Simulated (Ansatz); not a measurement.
Mulliken charges of C2H5BSe, SMILES `C=CB[SeH]` from r2SCAN/def2-TZVPP in Ansatz (PBE0-D4/def2-TZVP geometry).

```
atom   x (Å)   y (Å)   z (Å)  charge (e)
  C1  -1.325   0.885   0.292      -0.074
  C2  -0.060   0.462   0.200      -0.173
  B3   0.270  -0.917  -0.384      -0.005
 Se4   2.046  -1.614  -0.563      -0.004
  H5  -2.148   0.262  -0.044       0.083
  H6  -1.589   1.857   0.701       0.083
  H7   0.727   1.127   0.552       0.055
  H8  -0.589  -1.653  -0.771      -0.003
  H9   2.756  -0.455  -0.001       0.038
```

By hand: the dipole of these point charges (1 e Å = 4.8032 D).

Σ q r = (-0.065, 0.091, 0.035) e Å, of length 0.117 e Å = 0.56 D.

How does the dipole of the full density compare? (An estimate is asked.)

Ansatz gave: (-0.076, 0.273, 0.115) e Å, 1.47 D; the point charges give 0.38 times that, at 19° from its direction.

Point charges leave out the atoms' own dipoles, such as those of lone pairs, and Mulliken's split depends on the basis, so the two needn't agree.
